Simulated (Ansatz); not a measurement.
Ideal-gas functions of `[OH][Ge]([Cl])[Cl]` radical at 298.15 K and 1 bar, from an Ansatz frequency run at PBE0-D4/def2-TZVP.

Molar mass 160.52 g/mol, point group C1 (symmetry number 1), electronic degeneracy 2, moments of inertia 125.477, 241.892, 330.5 u Å². Harmonic wavenumbers (cm⁻¹, unscaled): 125, 158, 202, 259, 393, 425, 707, 898, 3858.

Use S(trans) = R[1.5 ln M + 2.5 ln T − 1.1517]; rotational temperatures θ = 24.2544 K / I; S(rot) = R[ln(√π/σ · √(T³/θAθBθC)) + 1.5]; for each mode x = 1.438777 ν̃/T, S = R[x/(eˣ − 1) − ln(1 − e⁻ˣ)] and H = RT x/(eˣ − 1); 1 cm⁻¹ = 0.0119627 kJ/mol; R = 8.31446 J/(mol·K).

Question: By hand: the entropy, in J/(mol·K).

Answer: Translation 172.2. Rotation: θ = 0.1933, 0.1003, 0.0734 K, giving 115.5. Vibration, mode by mode: 12.64, 10.77, 8.85, 6.98, 4.14, 3.66, 1.25, 0.59, 0.00, in all 48.9. Electronic 5.8. Sum 342.4 J/(mol·K).

Question: By hand: H − E and G − E in kJ/mol, counted from the electronic energy.

Answer: Zero-point energy ½ × 7025 × 0.0119627 = 42.0; thermal vibration 8.2; translation, rotation and pV give 4 RT = 9.9. H − E = 60.1 kJ/mol, and G − E = 60.1 − 298.15 × 342.4/1000 = -42.0 kJ/mol.

Vibration gives 14 % of the entropy, 12.6 J/(mol·K) of it from the mode under 150 cm⁻¹: soft modes count most, and the harmonic formula is weakest for them. The sum counts one conformer and one mirror image; others add a mixing term.
